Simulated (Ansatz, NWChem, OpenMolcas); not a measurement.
InPH6 (SMILES [PH3+][InH3-]): methods side by side

The species is InPH6 (8 atoms), meant as a singlet with charge 0. SMILES: `[PH3+][InH3-]`. The shape is that of a PBE0-D4/def2-TZVP optimisation.

Quantity: the HOMO–LUMO gap, in eV. The values are calculated.

```
                            level                    kind     program  value (eV)  CPU time
     HF/def2-SVP (core potential)            Hartree–Fock  OpenMolcas       12.69       5 s
   BLYP/def2-SVP (core potential)                     GGA  OpenMolcas        5.29      21 s
    PBE/def2-SVP (core potential)                     GGA  OpenMolcas        5.34      22 s
  BHLYP/def2-SVP (core potential)           global hybrid  OpenMolcas        9.04      18 s
 M06-2X/def2-SVP (core potential)         hybrid meta-GGA      NWChem        8.94      42 s
r2SCAN0/def2-SVP (core potential)         hybrid meta-GGA      Ansatz        7.72     7.7 s
wB97M-V/def2-SVP (core potential)  range-separated hybrid      Ansatz       10.92      36 s
  wB97X/def2-SVP (core potential)  range-separated hybrid      Ansatz       11.43      19 s
```

The values span 5.29 to 12.69 eV. Orbital gaps aren't excitation energies; they tend to grow with the share of exact exchange. Times are those of the runs behind each value, whatever else they computed, on shared processors of several kinds: orders of magnitude only.
